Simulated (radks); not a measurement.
Values are calculated unless marked as measured or tabulated.
The manganese anion Mn- inside a hard spherical wall (all orbitals vanish at R), configuration held at [Ar] 3d6 4s2 and not refilled when levels cross. Code: a radial shooting solver on a logarithmic mesh with Libxc functionals. Model: non-relativistic Kohn-Sham, r2SCAN, spin-polarised, spherical densities, point nucleus; open shells are filled with parallel spins first; meta-GGA in the generalised Kohn-Sham scheme. Eigenvalues in eV for spin up, with the zero of energy where the potential of the charges vanishes at infinity; a dash marks a level that is unbound or too diffuse for the functional's potential to be trusted. A positive occupied level is held by the wall or, in an anion where self-interaction has pushed it up, behind a barrier. The pressure on the wall is -dE/dV.

R (bohr),E (hartree),kinetic (hartree),e(3s),e(3p),e(3d),e(4s),"e(4p, empty)","e(5s, empty)",pressure (GPa)
12,-1150.93527,1150.032,-80.251,-49.184,-0.493,0.063,3.298,5.418,0.0565
10,-1150.92618,1150.041,-79.248,-48.190,0.431,0.601,3.829,6.846,0.149
8,-1150.90340,1150.107,-77.948,-46.894,1.648,1.453,4.958,10.206,0.712
7,-1150.87489,1150.199,-76.958,-45.907,2.575,2.213,6.055,13.602,1.93
6,-1150.81336,1150.395,-75.442,-44.398,3.982,3.531,7.947,19.530,5.90
3.5,-1149.75174,1153.511,-63.714,-32.901,14.995,18.822,27.667,77.771,259
3,-1148.74778,1156.400,-57.265,-26.624,21.535,31.033,42.192,117.03,750
1.5,-1117.96981,1240.935,27.274,61.525,119.27,294.87,312.36,727.11,86300
